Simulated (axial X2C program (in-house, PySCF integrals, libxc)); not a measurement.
## Outer orbitals of MnC⁻ at 1.926 Å, PBE0

Calculated with an in-house relativistic program for diatomic molecules. Spin-free means the one-electron spin-free X2C Hamiltonian; two-component (2c) means X2C with spin–orbit coupling and atomic mean-field two-electron Coulomb and Gaunt terms, so the difference of the two also holds small scalar two-electron terms. Basis: Mn dyall-acv3z [10s11p7d4f2g], C dyall-av3z [8s7p3d2f] (cores contracted in-house); Gaussian nuclei, density fitting, unrestricted open shells. Masses: Mn 54.938 u, C 12.000 u.

The distance is close to the 2c PBE0 minimum; the highest filled and lowest empty levels are listed.

Spin-free orbitals, state M_S = 2, Λ = 1 (beyond evenly filled blocks: σα, π+α, δ+α, δ-α) (Löwdin shares):

```
symmetry  occupied  ε (eV)              atomic character
      σβ       yes  -10.98   68% C s, 11% Mn p, 10% Mn d
      σα       yes   -8.44    54% C s, 25% Mn d, 9% Mn s
     δ+α       yes   -5.25                      99% Mn d
     δ-α       yes   -5.23                      99% Mn d
     π+α       yes   -5.09              96% Mn d, 2% C p
     π-α       yes   -5.06              96% Mn d, 2% C p
      σα       yes   -4.50    74% Mn d, 12% C s, 7% Mn s
      σβ       yes   -2.49    77% C p, 11% Mn d, 6% Mn s
     π-β       yes   -1.70    72% C p, 19% Mn d, 6% Mn p
     π+β       yes   -1.70    72% C p, 19% Mn d, 6% Mn p
      σα       yes   -1.59   45% Mn s, 23% Mn p, 22% C p
     π+α       yes    0.83             65% Mn p, 33% C p
     π-α        no    1.55              97% Mn p, 3% C p
      σα        no    1.60             92% Mn p, 7% Mn s
     π+α        no    1.69              90% Mn p, 9% C p
      σβ        no    1.91  67% Mn s, 10% Mn d, 10% Mn p
```

The highest filled level is positive, so this functional does not bind it, and the empty levels of an anion are set by the basis.

The lowest two-component determinant found has another configuration (Ω = 1 (⟨Sz⟩ = 1.00, ⟨Lz⟩ = 0.00 at PBE0)), so the levels differ by more than spin–orbit coupling. Its spinors:

```
   ω  occupied  ε (eV)              atomic character  λ mixture
-1/2       yes  -10.96   68% C s, 11% Mn p, 10% Mn d     100% σ
 1/2       yes   -7.93    56% C s, 22% Mn d, 9% Mn p     100% σ
-3/2       yes   -4.44                      99% Mn d     100% δ
 5/2       yes   -4.35                      99% Mn d     100% δ
-1/2       yes   -4.27              96% Mn d, 3% C p     100% π
 3/2       yes   -4.23              96% Mn d, 3% C p     100% π
 1/2       yes   -3.59    76% Mn d, 11% C s, 5% Mn s     100% σ
-1/2       yes   -2.16    77% C p, 10% Mn d, 6% Mn s     100% σ
 1/2       yes   -1.69    75% C p, 15% Mn d, 7% Mn p     100% π
-3/2       yes   -1.68    75% C p, 15% Mn d, 7% Mn p     100% π
 1/2       yes   -0.58   45% Mn s, 31% C p, 16% Mn p     100% σ
-1/2       yes    0.38  58% Mn s, 14% Mn p, 11% Mn d     100% σ
-1/2        no    1.79                      97% Mn p     100% σ
 1/2        no    1.81                      99% Mn p     100% π
-3/2        no    1.81                      99% Mn p     100% π
 1/2        no    1.96             96% Mn p, 2% Mn s     100% σ
```

The highest filled level is positive, so this functional does not bind it, and the empty levels of an anion are set by the basis.

**Question.** How does the gap between the highest filled and lowest empty level change from the spin-free to the 2c table?

**Answer.** From 0.72 to 1.41 eV at PBE0, a change of 0.69 eV.

Mulliken charges and populations of the two-component result (they depend on the basis, above all on diffuse functions):

Mn -0.38 e (s 7.57 p 12.43 d 5.36 f 0.02), C -0.62 e (s 3.89 p 2.70 d 0.02). ⟨Lz⟩ = 0.00 ħ and ⟨Sz⟩ = 1.00 ħ (2.23 and -1.23 on the two atoms), which add up to Ω.

The state is one determinant whose occupation by symmetry is held fixed; it was picked as the lowest of a PBE0 search that is not exhaustive. Density functionals use the spin component along the axis (collinear). Other states lie close and PBE0, whose exact exchange favours high spin, may order them wrongly; the determinant shown need not be the ground state. The nearest other spin-free determinant of the search, M_S = 2, Λ = 0, lies 0.35 eV up at the distance of the search. Without a current term, density functionals place determinants with orbital angular momentum somewhat too high. With several unpaired electrons one determinant need not be a pure state. Open-shell Ω = 0 determinants with evenly filled partner blocks cannot be reached by this program, so the Ω shown need not be the lowest component. The highest occupied level of some functionals is positive through self-interaction error; at Hartree–Fock it is bound. The determinant is spin-polarised beyond a pure state at some levels (its spin-free form has ⟨S²⟩ too high), which makes Re and μ there less reliable.
